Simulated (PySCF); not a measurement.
# Radial density of Ne²⁺ (neon, charge +2)

PW91, [He] 2s2 2p4, high-spin 3P determinant. Computed with PySCF 2.14 in aug-cc-pCVTZ-DK, with scalar relativity by spin-free X2C-1e.

```tsv
r (bohr)	4πr²ρ (e/bohr)	4πr²(ρα − ρβ)
0.00290	0.06764	0.0000
0.00488	0.1821	0.0000
0.00821	0.4701	0.0000
0.0138	1.172	-0.0001
0.0232	2.717	0.0001
0.0391	5.571	0.0024
0.0657	9.242	0.0201
0.111	10.88	0.1203
0.186	7.767	0.4933
0.313	4.947	1.4236
0.526	6.802	2.3218
0.885	5.381	1.6724
1.49	1.218	0.3757
2.50	0.05197	0.0150
```

Densities and radii are taken from the X2C orbitals without a picture-change correction, which distorts them close to the nucleus.
